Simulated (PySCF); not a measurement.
A run for PySCF: R-HF/STO-3G on CH4 (SMILES C).

```python
from pyscf import gto, scf, dft, mp
from pyscf.data.elements import chemcore

mol = gto.M(
    atom='''
    C    -0.04973676    0.02689020    0.19316602
    H     0.14767228   -1.00240506    0.48963503
    H    -0.99911758    0.35233577    0.61571593
    H     0.75132934    0.66743643    0.55963636
    H    -0.09599579    0.08912378   -0.89311585
    ''',
    basis='sto-3g',
    charge=0, spin=0, verbose=3, max_memory=1800)
mf = scf.RHF(mol)
mf.conv_tol = 1e-8
mf.max_cycle = 100
mf.kernel()
if not mf.converged:
    mf = mf.newton().run(mf.mo_coeff, mf.mo_occ)
```

Q: Predict the final total energy.

A: -39.7267 hartree.
